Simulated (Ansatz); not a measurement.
Ansatz results at the PBE0-D4/def2-TZVP geometry: HOMO–LUMO gap (B3LYP/def2-TZVPP) 4.53 eV; HOMO energy (PBE0/def2-TZVPP) -7.42 eV; size of the dipole moment (B3LYP/def2-TZVPP) 1.82 D.

**Question.** Which molecule gave them?
A. `B/C=N/C`
B. `OBCO`
C. `NCOCF`
D. `[Br][Al]1[CH2][CH2]1`

**Answer.** A. The others give `OBCO`: 7.04, -7.67, 3.01; `[Br][Al]1[CH2][CH2]1`: 4.64, -6.18, 0.18; `NCOCF`: 8.32, -7.75, 1.61.

B3LYP here is the variant with VWN-RPA as its local correlation; programs differ in this.
